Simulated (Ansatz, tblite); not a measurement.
Cost and result up the ladder for the cluster SnBr₂⁺ (the lowest doublet isomer of a short search) (3 atoms). Charge 1, multiplicity 2. Geometry: B3LYP-D4/def2-TZVP.

```xyz
3

Sn    1.0470    0.9301   -0.3162
Br    0.3908   -1.6031   -0.1622
Br   -1.4378    0.6730    0.4783
```

Ansatz on 4 threads of Arm Neoverse V2 on a shared host; xTB runs through tblite on one thread. Times are rough, summed over both states, and most runs start from the orbitals of an earlier one. PBE-QIDH/def2-TZVP serves as the yardstick here, not as an exact answer. Differences are given only for rows in sets of like size (and for xTB, whose basis is part of the method), since another set adds its own error. The other state is a quartet at its own geometry.

In the def2 sets Sn takes a core potential, while STO-3G treats all electrons; there is no spin–orbit coupling. The xTB rows come from tblite. LC-ωPBE has ω = 0.4 bohr⁻¹. HSE06 is defined as in plane-wave codes, on full-range PBE exchange. Correlated methods freeze 22 core orbitals; core or outer-core shells of Sn, Br are correlated, in sets that lack core-valence functions. The rows differ in basis, and correlated rows in double-zeta sets carry the largest basis error. In CCSD on the charge 1 quartet the largest single amplitude is 0.20, so its Hartree–Fock determinant may place the open shell otherwise than the density functionals do. In the doublet, Br2 and Br3 lie 2.99 Å apart (atoms count from 1), so these atoms are partly bonded to each other. The structure comes from a short search, and lower isomers may exist.

Correlated methods converge slowly with the basis, most of all in double-zeta sets (MP2 moves by 0.33 eV from def2-SVP to def2-TZVP here).

xTB has no spin-polarisation term.

| level | functions | wall time |
| --- | --- | --- |
| GFN1-xTB | 27 | 0.004 s |
| GFN2-xTB | 27 | 0.007 s |
| HF/STO-3G | 63 | 2.9 s |
| revPBE-D4/def2-TZVP | 146 | 4 s |
| PBE-D4/def2-TZVP (with forces) | 146 | 4.9 s |
| HSE06-D4/def2-TZVP | 146 | 7.2 s |
| RPA@PBE/def2-TZVP | 146 | 7.6 s |
| PBE0-D4/def2-TZVP | 146 | 7.9 s |
| MP2/def2-TZVP | 146 | 9.5 s |
| r2SCAN-D4/def2-TZVP | 146 | 10 s |
| CCSD(T)/def2-SVP | 90 | 14 s |
| r2SCAN0-D4/def2-TZVP | 146 | 14 s |
| PBE-QIDH/def2-TZVP | 146 | 18 s |
| LC-ωPBE/def2-TZVP | 146 | 20 s |

Task: Estimate what each level gives for the quartet − doublet (eV).

Result: 
```
                         level  quartet − doublet (eV)  difference from PBE-QIDH/def2-TZVP (eV)
                      GFN1-xTB                    4.87                                     1.34
                      GFN2-xTB                    4.75                                     1.21
                     HF/STO-3G                    1.55                                        –
           revPBE-D4/def2-TZVP                    3.33                                    -0.21
PBE-D4/def2-TZVP (with forces)                    3.38                                    -0.16
            HSE06-D4/def2-TZVP                    3.38                                    -0.16
             RPA@PBE/def2-TZVP                    3.21                                    -0.32
             PBE0-D4/def2-TZVP                    3.39                                    -0.14
                 MP2/def2-TZVP                    3.86                                     0.33
           r2SCAN-D4/def2-TZVP                    3.29                                    -0.25
              CCSD(T)/def2-SVP                    3.26                                        –
          r2SCAN0-D4/def2-TZVP                    3.30                                    -0.23
            PBE-QIDH/def2-TZVP                    3.53                                     0.00
             LC-ωPBE/def2-TZVP                    3.41                                    -0.12
```
